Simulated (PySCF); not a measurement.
F2Y, doublet, at a GFN2-xTB geometry (such geometries of metal compounds can be far from the true shape) (the multiplicity is a formal guess) (core potentials on Y), with bond 3-1 at 1.3 times its length. Base run: B3LYP/def2-SV(P) in PySCF.

The PySCF input:
```python
from pyscf import gto, scf, dft

mol = gto.M(
    atom='''
Y     0.450161    0.267329    0.105534
F    -1.350476    0.495460   -1.350794
F    -0.915336   -2.230251    1.129864
''',
    basis='def2-sv(p)',
    ecp={'Y': 'def2-sv(p)'},
    charge=0,
    spin=1,
    verbose=4,
)

mf = dft.UKS(mol)
mf.xc = 'b3lyp'
mf.kernel()
```

The base run was repeated with changes; each row names its change, and settings that it needs were set with it.

```json
[
 {"change": "base", "ΔE vs base (mEh)": "0.000", "SCF cycles": "19", "<S^2>": "0.755", "outcome": "converged"},
 {"change": "diis_space = 4", "ΔE vs base (mEh)": "0.000", "SCF cycles": "21", "<S^2>": "0.755", "outcome": "converged"},
 {"change": "diis = off (with mf.max_cycle = 100)", "ΔE vs base (mEh)": "-", "SCF cycles": "100", "<S^2>": "-", "outcome": "not converged"},
 {"change": "conv_tol = 1e-12", "ΔE vs base (mEh)": "0.000", "SCF cycles": "23", "<S^2>": "0.755", "outcome": "converged"},
 {"change": "solver = newton", "ΔE vs base (mEh)": "26.657", "SCF cycles": "-", "<S^2>": "0.776", "outcome": "another SCF solution"},
 {"change": "DIIS = ADIIS", "ΔE vs base (mEh)": "0.000", "SCF cycles": "41", "<S^2>": "0.755", "outcome": "converged"},
 {"change": "level_shift = 1.0 (with mf.max_cycle = 100)", "ΔE vs base (mEh)": "-", "SCF cycles": "100", "<S^2>": "-", "outcome": "not converged"},
 {"change": "conv_tol_grad = 1e-7", "ΔE vs base (mEh)": "0.000", "SCF cycles": "24", "<S^2>": "0.755", "outcome": "converged"},
 {"change": "level_shift = 0.5 (with mf.max_cycle = 100)", "ΔE vs base (mEh)": "0.000", "SCF cycles": "61", "<S^2>": "0.755", "outcome": "converged"},
 {"change": "diis_space = 12", "ΔE vs base (mEh)": "0.000", "SCF cycles": "18", "<S^2>": "0.755", "outcome": "converged"},
 {"change": "conv_tol = 1e-6", "ΔE vs base (mEh)": "0.000", "SCF cycles": "14", "<S^2>": "0.754", "outcome": "converged"},
 {"change": "init_guess = atom", "ΔE vs base (mEh)": "0.000", "SCF cycles": "17", "<S^2>": "0.755", "outcome": "converged"},
 {"change": "conv_tol = 1e-7", "ΔE vs base (mEh)": "0.000", "SCF cycles": "16", "<S^2>": "0.755", "outcome": "converged"}
]
```

A guess, shift, damping, solver or small numerical setting can't move a converged solution much, so rows marked as another SCF solution ended in a different state.

Open shells are given as the SCF converged; they aren't shown to be the lowest states, and a large step between rows can be another state.
